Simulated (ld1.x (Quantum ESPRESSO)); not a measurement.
## What one change does to a pseudopotential (Nb (Z = 41), TM)

niobium (Nb), norm-conserving Troullier–Martins (Kleinman–Bylander form), made with ld1.x (Quantum ESPRESSO) 7.5 (PBEsol, scalar-relativistic). Core [Ar] 3d10 4s2, reference 4p6 4d3 5s2 5p0. Waves: 5s (bound): rc 2.25 bohr; 4p (bound): rc 1.70 bohr; 4d (bound): rc 2.70 bohr. Local part: all-electron potential smoothed inside 1.60 bohr (lloc = -1). Core correction: none.

All-electron outer shells of the reference configuration (PBEsol, scalar-relativistic, ld1.x):

```
shell  level (eV)  outermost node (bohr)  outermost maximum (bohr)
   3d     -198.91                      –                      0.33
   4s      -60.78                   0.53                      1.02
   4p      -36.78                   0.54                      1.12
   5s       -4.71                   1.40                      2.96
   4d       -4.65                   0.55                      1.47
   5p       -1.44                   1.60                      3.90
```

Change: reference 4p6 4d3 5s0 5p0.

Cutoffs: the cutoffs (Ry, on a coarse ladder) from which the occupation-weighted sum of valence levels, in a spherical-Bessel basis at the reference potential, stays within 10 and 1 mRy of its value at 400 Ry; they do not see the model core or the augmentation charge, which bear on the density cutoff. Errors are all-electron minus pseudo energies relative to the spin-unpolarised reference configuration.

What does the change do?

The potential gets neither clearly harder nor softer (40 Ry and 60 Ry → 40 Ry and 55 Ry); both files keep a bound ghost (s); the range in which the p phases agree narrows (upper end 4.7 → 3.6); the range in which the d phases agree narrows (upper end 1.6 → 0.5).

```csv
quantity,base,changed
"cutoff, loose",40 Ry,40 Ry
"cutoff, tight",60 Ry,55 Ry
bound ghosts,s,s
"largest error over its own tests, meV",-21,+142
s: phases at 2.94 bohr within 0.05 rad from the reference energy up to (Ry; the scan ends near 5),1.2,0.4
p: phases at 2.94 bohr within 0.05 rad from the reference energy up to (Ry; the scan ends near 5),4.7,3.6
d: phases at 2.94 bohr within 0.05 rad from the reference energy up to (Ry; the scan ends near 5),1.6,0.5
```

 A true bound ghost makes a file unfit for plane-wave use even where its test errors are small: the radial tests pick states by their node count and pass the ghost by.
